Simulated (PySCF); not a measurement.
Ligand exchange on a metal centre used in film growth or etching (Sc Cl-NH2). Isolated molecules, 0 K electronic values unless said otherwise. One relaxed conformer stands for each flexible species; it need not be the lowest.

The LUMO from two functionals at the same geometries (BP86-D3(BJ)/def2-SVP), both in PySCF: PBE-D3(BJ)/def2-TZVP and TPSSh-D3(BJ)/def2-TZVP. 

```csv
species,PBE-D3(BJ)/def2-TZVP (eV),TPSSh-D3(BJ)/def2-TZVP (eV)
0 of 3 Cl replaced by NH2 ([Sc(Cl)3]),-4.19,-3.67
1 of 3 Cl replaced by NH2 ([Sc(Cl)2(NH2)]),-3.33,-2.79
2 of 3 Cl replaced by NH2 ([Sc(Cl)(NH2)2]),-2.53,-1.97
3 of 3 Cl replaced by NH2,-1.80,-1.26
```

Over these rows, drawn at random from the members with no instability flagged (it was tested for open shells, ions and some series alone), PBE minus TPSSh-D3(BJ): mean -0.54 eV, from -0.55 eV to -0.51 eV.
